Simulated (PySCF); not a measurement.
**Pd: electron affinity**

Pd⁻ [Kr] 4d10 5s1 (2S) → Pd [Kr] 4d10 (1S), as a difference of total energies. All numbers are calculated (PySCF 2.14, scalar relativity through the core potential, in aug-cc-pwCVDZ-PP with ECP28MDF (6s6p5d3f, 70 functions)). Correlated levels: valence: 4s2 4p6 frozen. The calculations carry no spin-orbit coupling.

```tsv
method	electron affinity (eV)	error (eV)
UHF	-0.272	-0.834
MP2 (valence)	0.227	-0.335
SCS-MP2 (valence)	0.144	-0.418
CCSD (valence)	0.293	-0.269
CCSD(T) (valence)	0.391	-0.171
```

Reference: 0.562 eV (measured; photodetachment measurements, as compiled on the Wikipedia data page of electron affinities).

Errors of the correlated levels include the incompleteness of this basis and the frozen core.

A negative affinity means that the anion lies above the atom at that level of theory.

The coupled-cluster amplitudes are large for Pd⁻ (T1 above 0.03 or a double amplitude above 0.15), so a single reference is strained.
